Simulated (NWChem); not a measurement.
System: BeHOI; SMILES [Be]([OH])[I]

Input file for NWChem:

```
start job
memory heap 200 mb stack 900 mb global 1100 mb
geometry units angstroms noautoz
  Be     0.025795     1.569629    -0.000000
  I     -0.033211    -0.612699     0.000000
  O      0.093137     2.974887     0.000000
  H     -0.344350     3.830562     0.000000
end
basis spherical
  * library def2-svp
end
ecp
  I library def2-ecp
end
dft
  xc xwpbe 1.00 cpbe96 1.0 hfexch 1.00
  cam 0.4 cam_alpha 0.0 cam_beta 1.0
  iterations 150
  mulliken
end
task dft energy
```

The geometry was optimised at PBE-D3(BJ)/def2-SVP. def2 effective core potentials on I; no spin-orbit coupling.

Task: Give the results of this calculation. (LC-wPBE (HJS exchange hole, range parameter 0.4 per bohr)/def2-SVP with def2 effective core potentials on I.) Quantities: energy (Ha); highest occupied level (eV); orbital gap (eV); dipole (D).

Result: 
| Item | Result |
|---|---|
| energy (Ha) | -388.29 |
| highest occupied level (eV) | -10.28 |
| orbital gap (eV) | 11.95 |
| dipole (D) | 2.48 |
